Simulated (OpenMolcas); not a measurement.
Ionisation energies of scandium

```
Program             : OpenMolcas 26.06
Basis               : ANO-L-VTZP [6s5p3d2f1g]
Scalar Hamiltonian  : non-relativistic, point nucleus
Spin-orbit coupling : RASSI with atomic mean-field integrals over the reference wave functions, term energies averaged over their components
```

Active shells in each charge state: the valence d, s shells, with orbitals averaged over the low states. Where CASPT2's correlated closed shells are named, they are those of the first ion.

A. CASSCF
B. SS-CASPT2, IPEA 0.25 Eh, imaginary shift 0.1 Eh (closed shells correlated: 3s 3p)
C. SS-CASPT2, IPEA 0.25 Eh, imaginary shift 0.1 Eh (closed shells correlated: 2s 2p 3s 3p)
D. SS-CASPT2, IPEA 0 Eh, imaginary shift 0.1 Eh (closed shells correlated: 3s 3p)

Energies in eV between the lowest computed levels, named as in B; reference values from the NIST Atomic Spectra Database with their kind.

```json
{"From": "Sc 3d 4s² ²D_3/2", "To": "Sc+ 3d 4s ³D₁", "A": "5.176", "B": "6.227", "C": "6.228", "D": "6.348", "Spin-orbit share in B": "-0.002", "Reference": "6.561 (measured)"}
{"From": "Sc+ 3d 4s ³D₁", "To": "Sc2+ 3d ²D_3/2", "A": "11.901", "B": "12.789", "C": "12.797", "D": "12.850", "Spin-orbit share in B": "-0.004", "Reference": "12.800 (measured)"}
```

Error against the reference values, in %:

```
From  Reference      A     B     C     D
  Sc   measured  -21.1  -5.1  -5.1  -3.2
 Sc+   measured   -7.0  -0.1     0  +0.4
```

Mean absolute error over the 2 measured values: A 1.14 eV, B 0.17 eV, C 0.17 eV, D 0.13 eV. D lies closest.

The lowest level within the active space need not be the ion's true ground level.
